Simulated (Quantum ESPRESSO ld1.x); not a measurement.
All-electron atom: Zr III in [Kr] 4d2.

All-electron calculation, scalar-relativistic Kohn-Sham, LDA (Slater exchange, VWN5 correlation), spin-polarised, spherical densities, point nucleus; open shells are filled with parallel spins first. Program: ld1.x of Quantum ESPRESSO 7.5.

Energy parts (hartree):
| part | energy |
|---|---|
| total | -3593.8818 |
| kinetic | 3694.1967 |
| electron-nucleus | -8637.3854 |
| Hartree | 1458.9171 |
| exchange-correlation | -109.6104 |

Orbitals (lengths in bohr, moments of r in powers of bohr):
orbital  occ.  eigenvalue (hartree)   <1/r>      <r>
1s down     1              -654.647   41.21  0.03711
1s up       1              -654.647   41.21  0.03711
2s up       1              -91.1923   9.237   0.1628
2s down     1              -91.1862   9.238   0.1628
2p up       3              -81.4442   9.008   0.1418
2p down     3              -81.4396   9.008   0.1418
3s up       1              -15.3721   3.135   0.4594
3s down     1              -15.3677   3.135   0.4594
3p up       3              -12.1972   2.979   0.4628
3p down     3              -12.1924   2.979   0.4627
3d up       5              -6.96850   2.739   0.4529
3d down     5              -6.96191   2.740   0.4527
4s up       1              -2.55537   1.119    1.213
4s down     1              -2.51770   1.124    1.208
4p up       3              -1.74724  0.9802    1.366
4p down     3              -1.70462  0.9860    1.359
4d up       2              -0.66397  0.6581    2.000
4d down     0              -0.61472  0.6570    2.016
5s up       0              -0.61263  0.4162    3.113
5s down     0              -0.57436  0.4043    3.192
5p up       0              -0.44187  0.3500    3.700
5p down     0              -0.41413  0.3346    3.838

The highest occupied level is 4d up at -18.067 eV. The density falls to 0.001 e/bohr^3 at r = 3.63 bohr.
